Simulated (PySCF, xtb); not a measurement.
CH₆ClFOSi₂, SMILES C[SiH2][Si@](O)(F)Cl. One conformer was computed; it need not be the lowest.

Harmonic wavenumbers (cm⁻¹) from GFN2-xTB (xtb) at its own minimum, in rising order: 13, 78, 102, 143, 153, 198, 208, 236, 302, 400, 421, 546, 567, 663, 748, 754, 786, 799, 815, 836, 918, 1365, 1475, 1479, 2193, 2207, 3028, 3033, 3044, 3599.

Question: What does PBE-D3(BJ)/def2-SVP in PySCF give at its own minimum? (The exact figures need the calculation; the answer reports its results.)

Answer: 37, 79, 109, 159, 176, 222, 243, 261, 310, 418, 438, 548, 600, 652, 694, 773, 831, 859, 875, 897, 924, 1214, 1382, 1388, 2158, 2167, 2982, 3088, 3088, 3739. Paired by order, the mean absolute difference is 41 cm⁻¹ and the zero-point energies are 44.5 and 44.8 kcal/mol.
